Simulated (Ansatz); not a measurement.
`C[SiH2]O[SiH2]Cl` + H₂ → `[SiH3]Cl` + `C[SiH2]O` at 600 K and 1 bar (hydrogenolysis of the Si–O bond).

Calculated with Ansatz (gas phase, PBE0-D4/def2-TZVP geometries, no zero-point term in ΔE). CCSD(T)/CBS is the MP2 limit (def2-TZVPP, def2-QZVPP) plus CCSD(T) − MP2 in def2-TZVPP, frozen cores. This one scheme is used for every species. One conformer a species, not always the lowest.

```
           species  CCSD(T)/CBS energy (Eh)  H − E (kJ/mol)  S (J/(mol·K))
`C[SiH2]O[SiH2]Cl`              -1155.53126           277.3          504.0
                H₂                 -1.17544            43.9          150.8
        `[SiH3]Cl`               -750.69636            99.4          294.6
        `C[SiH2]O`               -405.96945           226.2          370.0
```

H − E and S are ideal-gas, rigid-rotor, harmonic terms from PBE0-D4/def2-TZVP, for one conformer and one mirror image of each species. The MP2-based limit puts H₂ 0.8 mEh under its directly extrapolated value; such offsets cancel only in part. 1 Eh = 2625.50 kJ/mol, R = 8.31446 J/(mol·K).

Q: By hand: ΔE, ΔH, ΔS and ΔG.

A: ΔE = (-750.69636) + (-405.96945) − (-1155.53126) − (-1.17544) = 0.04089 Eh = 107.4 kJ/mol. Δ(H − E) = 99.4 + 226.2 − 277.3 − 43.9 = 4.4, so ΔH = 111.8 kJ/mol. ΔS = 294.6 + 370.0 − 504.0 − 150.8 = 9.8 J/(mol·K). ΔG = 111.8 − 600 × (9.8)/1000 = 105.9 kJ/mol.

Q: By hand: the equilibrium constant, and the temperature at which ΔG would vanish if ΔH and ΔS stayed fixed.

A: log₁₀ K = −ΔG/(RT ln 10) = -9.2. ΔG = 0 at ΔH/ΔS = 11408 K, far beyond where these terms or the molecules hold.

The number of gas molecules stays the same, so ΔS is small and ΔH decides. A doubt of 5 kJ/mol in ΔE shifts log₁₀ K by 0.4 here. Other conformers and mirror images would add mixing entropy, several J/(mol·K) or more a flexible species. Modes under 60 cm⁻¹, often nearly free rotors, make the harmonic entropy too high. These are equilibria of isolated gas molecules and say nothing of rates. Largest T1 diagnostic: 0.010 (customary marks: 0.02 for closed shells, 0.045 for open ones).
